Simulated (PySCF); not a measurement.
**Working out the ionisation energy of Ge²⁺**

Ge²⁺ [Ar] 3d10 4s2 (1S) → Ge³⁺ [Ar] 3d10 4s1 (2S). All numbers are calculated (PySCF 2.14, scalar relativity by spin-free X2C-1e, in x2c-QZVPPall (11s8p5d4f1g, 97 functions)). Frozen: [Ne]. Energies in hartree (1 hartree = 27.21139 eV):

| part | Ge²⁺ (lower) | Ge³⁺ (upper) |
| --- | --- | --- |
| UHF | -2096.283985 | -2095.100832 |
| MP2 opposite-spin | -0.536759 | -0.488577 |
| MP2 same-spin | -0.269223 | -0.254067 |

Question: What does Hartree-Fock give?

Answer: (-2095.100832) − (-2096.283985) = 1.183153 hartree = 32.195 eV.

Question: What do MP2 and SCS-MP2 (6/5 opposite-spin, 1/3 same-spin) give?

Answer: The opposite-spin parts differ by 1.311 eV and the same-spin parts by 0.412 eV. MP2: 32.195 + (1.311) + (0.412) = 33.918 eV. SCS-MP2: 32.195 + 1.2 × (1.311) + (0.412)/3 = 33.906 eV.

Measured between the centres of the two terms (NIST): 34.058 eV, so MP2 (valence and next inner shell) is off by -0.140 eV.

What remains against the reference includes basis incompleteness, the frozen core and correlation beyond second order.
